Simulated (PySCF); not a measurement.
AlClGeH4.

```xyz
7

Al    -0.8586     0.7885     0.0000
Cl     0.4646     2.4356     0.0000
Ge     0.1415    -1.4648     0.0000
H     -0.9270    -2.5766     0.0000
H      1.0335    -1.6722    -1.2410
H      1.0335    -1.6722     1.2410
H     -2.4031     1.1380     0.0000
```

The structure is a stationary point at PBE0-D3(BJ)/def2-SVP.

Calculation: KT2/pcSseg-1 in PySCF. Non-relativistic, no solvent.

Task: Give the absolute GIAO shielding of each atom: isotropic value and principal components (ppm). (Estimate from the structure and the level; the computed values follow.)

Result: 
| atom | σ(iso) | σ11 | σ22 | σ33 | span |
|---|---|---|---|---|---|
| Al1 | 292.3 | 167.9 | 350.5 | 358.5 | 190.6 |
| Cl2 | 772.7 | 494.5 | 827.0 | 996.5 | 502.0 |
| Ge3 | 1737.8 | 1715.6 | 1726.8 | 1771.0 | 55.3 |
| H4 | 28.0 | 22.2 | 22.4 | 39.2 | 17.0 |
| H5 | 27.9 | 22.0 | 23.1 | 38.7 | 16.7 |
| H6 | 27.9 | 22.0 | 23.1 | 38.7 | 16.7 |
| H7 | 25.2 | 21.7 | 23.1 | 30.8 | 9.1 |
